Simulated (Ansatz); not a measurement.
HNP (SMILES [NH+]#P), charge +1, singlet, geometry from GFN2-xTB; MP2/cc-pVDZ (Ansatz, a quantum-chemistry and plane-wave program).

The Ansatz input:
Ansatz 0.2 input:
```yaml
crystal:
  periodic: [false, false, false]
  atoms:
    - {symbol: N, position_ang: [-0.00000000, -0.00000000, -0.90424315]}
    - {symbol: P, position_ang: [0.00000000, 0.00000000, 0.54908681]}
    - {symbol: H, position_ang: [-0.00000000, -0.00000000, -1.90660012]}
basis:
  gaussian:
    orbitals: cc-pVDZ
total_charge: 1
magnetization: {spin_polarized: false}
correlation: {method: mp2}
```

The log (banner, timings and long lists left out):

```
Functional definition: HF
372 factors; integrals over basis functions are off by at most 1.2e-3 eV
mean field evaluation 1: about -10753.9245 eV, gradient 5.7e1 eV
mean field evaluation 2: about -10753.9278 eV, gradient 5.7e1 eV
mean field evaluation 4: about -10761.1269 eV, gradient 3.7e0 eV
mean field evaluation 8: about -10761.1769 eV, gradient 8.6e-5 eV
mean field -10761.17686120 eV, -395.4659554613 hartree, gradient 1.6e-6 eV, S^2 0.000000; 0 other end points of the search recorded, 0 dependent functions left out; unrestricted orbitals would lower it
mean field evaluation 16: about -10761.1707 eV, gradient 2.3e-1 eV
6 core orbitals not correlated
reference -10761.17686120 eV, -395.4659554613 hartree; 5, 5 occupied and 26, 26 virtual orbitals, 372 factors
second order -7.42605882 eV of doubles, -0.00000000 eV of singles
Total energy: -10768.60292001 eV, -395.7388580892 hartree
```
